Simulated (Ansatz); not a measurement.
I$_{2}$Sn, charge -1, doublet, at a GFN2-xTB geometry (such geometries of metal compounds can be far from the true shape) (a state made from the parent by changing its charge; the spin is typed, not shown lowest) (core potentials on I, Sn) (a gas-phase anion, which may not be bound at this level). Base run: HF/def2-SV(P) (Ansatz, a first-principles code).

Input for Ansatz:
Ansatz 0.2 input:
```yaml
crystal:
  periodic: [false, false, false]
  atoms:
    - {symbol: Sn, position_ang: [-0.00062870, -0.00460457, 1.21175688]}
    - {symbol: I, position_ang: [1.13463361, -1.92671362, -0.57832450]}
    - {symbol: I, position_ang: [-1.13404050, 1.93105755, -0.56484237]}
basis:
  gaussian:
    orbitals: def2-SV_P_.json
hamiltonian:
  xc: hf
total_charge: -1
magnetization: {spin_polarized: true, initial_magnetization: 1}
```
The basis file holds def2-SV(P) in the JSON format of the Basis Set Exchange.

The bond that is stretched is that between atoms 3 and 1. A test that says stable can miss a lower solution.

The base run was repeated with changes; each row names its change, and settings that it needs were set with it.

```json
[
 {"change": "base", "ΔE vs base (mEh)": "0.000", "<S^2>": "0.765", "stability test says": "minimum"},
 {"change": "spin_polarized = on; lower_state_search = off", "ΔE vs base (mEh)": "0.000", "<S^2>": "0.765", "stability test says": "undecided (no full test)"},
 {"change": "spin_polarized = on; lower_state_search = standard", "ΔE vs base (mEh)": "0.000", "<S^2>": "0.765", "stability test says": "minimum"},
 {"change": "bond × 1.25", "ΔE vs base (mEh)": "11.284", "<S^2>": "0.764", "stability test says": "minimum"},
 {"change": "spin_polarized = on; lower_state_search = off; bond × 1.25", "ΔE vs base (mEh)": "11.284", "<S^2>": "0.764", "stability test says": "undecided (no full test)"},
 {"change": "spin_polarized = on; lower_state_search = standard; bond × 1.25", "ΔE vs base (mEh)": "11.284", "<S^2>": "0.764", "stability test says": "minimum"},
 {"change": "bond × 1.5", "ΔE vs base (mEh)": "29.175", "<S^2>": "0.763", "stability test says": "minimum"},
 {"change": "spin_polarized = on; lower_state_search = off; bond × 1.5", "ΔE vs base (mEh)": "29.175", "<S^2>": "0.763", "stability test says": "undecided (no full test)"},
 {"change": "spin_polarized = on; lower_state_search = standard; bond × 1.5", "ΔE vs base (mEh)": "29.175", "<S^2>": "0.763", "stability test says": "minimum"},
 {"change": "bond × 1.8", "ΔE vs base (mEh)": "41.749", "<S^2>": "0.762", "stability test says": "minimum"},
 {"change": "spin_polarized = on; lower_state_search = off; bond × 1.8", "ΔE vs base (mEh)": "41.749", "<S^2>": "0.762", "stability test says": "undecided (no full test)"},
 {"change": "spin_polarized = on; lower_state_search = standard; bond × 1.8", "ΔE vs base (mEh)": "41.749", "<S^2>": "0.762", "stability test says": "minimum"},
 {"change": "bond × 2.2", "ΔE vs base (mEh)": "49.104", "<S^2>": "0.762", "stability test says": "minimum"},
 {"change": "spin_polarized = on; lower_state_search = off; bond × 2.2", "ΔE vs base (mEh)": "49.104", "<S^2>": "0.762", "stability test says": "undecided (no full test)"},
 {"change": "spin_polarized = on; lower_state_search = standard; bond × 2.2", "ΔE vs base (mEh)": "49.104", "<S^2>": "0.762", "stability test says": "minimum"},
 {"change": "bond × 3.0", "ΔE vs base (mEh)": "53.290", "<S^2>": "0.762", "stability test says": "minimum"},
 {"change": "spin_polarized = on; lower_state_search = off; bond × 3.0", "ΔE vs base (mEh)": "53.290", "<S^2>": "0.762", "stability test says": "undecided (no full test)"},
 {"change": "spin_polarized = on; lower_state_search = standard; bond × 3.0", "ΔE vs base (mEh)": "53.290", "<S^2>": "0.762", "stability test says": "minimum"}
]
```

A gas-phase anion may not be bound at this level; its values then depend on the basis.

On stretching, the SCF can end on different states; <S^2> shows the spin contamination of each.
